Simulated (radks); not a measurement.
Question: Successive ionisation energies (eV) of one element, from differences of total energies of ions in their ground configurations, starting at charge 0: 7.954, 15.707, 34.332, 46.592, 90.590, 117.20, 145.78, 176.14, 208.12, 252.10, 288.73, 326.90, 366.49, 407.41, 529.88, 569.19, 608.34, 661.06, 703.11, 744.88, 835.93, 882.25. Method: scalar-relativistic Kohn-Sham, PBEsol, spin-polarised, spherical densities, finite nucleus; open shells are filled with parallel spins first; Fermi nuclear charge, rms radius 4.0742 fm; computed with a radial shooting solver on a logarithmic mesh with Libxc functionals. Which element is it?

Answer: Germanium (Z = 32). The first species listed is Ge in [Ar] 3d10 4s2 4p2, the last Ge21+ in [Ne] 3s1.
